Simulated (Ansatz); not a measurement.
Gas-phase electronic energies from Ansatz, PBE0-D4/def2-TZVP geometries. CCSD(T)/CBS adds triple-zeta CCSD(T) − MP2 to the extrapolated MP2 energy (def2 sets, frozen cores). This one scheme is used for every species. Functionals use def2-TZVPP. For Se outer-core shells are correlated without core-valence functions, which leaves a few kJ/mol of doubt a bond. Scalar relativity is left out up to krypton. One conformer a species, not always the lowest.

Consider the ligand exchange at the Si–N bond: `N[SiH](F)[SeH]` + `O[SiH3]` → `F[SiH]([SeH])O[SiH3]` + NH₃.

```csv
species,r2SCAN0 energy (Eh)
`N[SiH](F)[SeH]`,-2848.12184
`O[SiH3]`,-367.11696
`F[SiH]([SeH])O[SiH3]`,-3158.72040
NH₃,-56.54138
```

Q: Work out ΔE.

A: ΔE = (-3158.72040) + (-56.54138) − (-2848.12184) − (-367.11696) = -0.02298 Eh = -14.4 kcal/mol. CCSD(T)/CBS gives -15.4 kcal/mol.

Largest T1 diagnostic among the species: 0.011.

From BLYP to BHLYP (50 % exact exchange), in def2-TZVPP and without D4, ΔE moves by −1.3 kcal/mol. Leaving LDA and LC-ωPBE aside and taking each functional with its dispersion term where it has one, the values, not all of them listed here, spread over 3.1 kcal/mol, from BHLYP-D4 to PBE-D4.
